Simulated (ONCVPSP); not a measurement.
## Transferability test, ONCV potential for Si (Z = 14)

```json
{
 "Element": "silicon (Si)",
 "Generator": "ONCVPSP 4.0.1",
 "Type": "optimised norm-conserving Vanderbilt (ONCV)",
 "Functional": "PBE",
 "Relativity": "scalar-relativistic",
 "Frozen core": "[He]",
 "Valence charge": "12",
 "Reference configuration": "2s2 2p6 3s2 3p2",
 "Partial waves": "2s+3s: rc 0.85 bohr, ncon 4, nbas 7, qcut 16.7 1/bohr, 2 projectors; 2p+3p: rc 1.10 bohr, ncon 4, nbas 9, qcut 9.8 1/bohr, 2 projectors; d scattering state at 0.46 Ha: rc 1.05 bohr, ncon 3, nbas 7, qcut 8.9 1/bohr, 2 projectors, debl 0.8 Ha",
 "Local potential": "polynomial inside 0.75 bohr (lpopt 2, dvloc0 1 Ha)",
 "Core correction": "Teter function, fcfact 4.5, rcfact 1.25"
}
```

Energies are relative to the spin-unpolarised reference configuration 2s2 2p6 3s2 3p2; without spin polarisation the order of configurations can differ from experiment. Not all tests gave a result: 1 of 4 tests not solved or not reliable.

| valence configuration | charge | ΔE all-electron (eV) | error AE − PS (meV) |
| --- | --- | --- | --- |
| 2s2 2p6 3s2 3p1 | +1 | 7.740 | +0.4 |
| 2s2 2p6 3s2 3p0 | +2 | 23.733 | +3.3 |
| 2s2 2p6 3s1 3p0 | +3 | 57.704 | +1.1 |
